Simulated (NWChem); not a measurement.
Molecule: SiH₂O₂ClF; SMILES [Si](Cl)(O)(O)F

```xyz
7

O      0.0141    -1.0195     1.4707
Si    -0.0122    -0.3342    -0.0149
O     -1.3502    -0.8282    -0.8008
F      1.3265    -0.7582    -0.8050
Cl    -0.0125     1.7005     0.0401
H      0.8009    -0.9114     2.0131
H     -1.6670    -1.7145    -0.6005
```
Atoms are numbered in this order, from 1.

All runs: NWChem. The geometry was optimised at PBE0/def2-SVP. Ions are spin-unrestricted doublets at the neutral geometry; other ion states weren't tried.

For level PBE0/def2-SVP:

| Quantity | Result |
|---|---|
| −ε(HOMO) (eV) | 9.30 |

Task: What are these values for level PBE/def2-SVP?

Result: The −ε(HOMO) (eV) is 7.63.
